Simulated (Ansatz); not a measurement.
Species: sum formula ScO$_{2}$H$_{2}$, net charge 0, doublet state. The spin state was set by rule; other spins were not relaxed. 
Structure (B3LYP-D3(BJ)/def2-TZVP (Ansatz, an electronic-structure program) minimum search):
```
Sc
O 1 1.8623
H 2 0.9556 1 161.85
O 1 1.8623 2 129.65 3 0.00
H 4 0.9556 1 161.85 2 0.00
```
Charge 0, spin multiplicity 2.

Computed values are from Ansatz. Correlated levels leave the core frozen unless marked. UHF or UKS for open shells. Spin-orbit coupling is left out. Frozen are the shells of the preceding noble gas and the d and f shells that filled before the atom's block. No relativistic terms. Basis-set limits of correlation are two-point, X^-3; Hartree-Fock from the larger set. [CCSD(T)-MP2]/basis is that difference in the basis named.

```yaml
vertical ionisation energy (to the singlet): 5.95 eV at RI-MP2/CBS(def2-TZVPPD,def2-QZVPPD)+[CCSD(T)-MP2]/def2-TZVPPD
total_energy: -911.5109 Eh at RI-MP2/CBS(def2-TZVPPD,def2-QZVPPD)+[CCSD(T)-MP2]/def2-TZVPPD
dipole_moment: 1.18 D at CCSD(T)/def2-SVPD
T1 diagnostic: 0.023 at CCSD/def2-TZVPPD
```
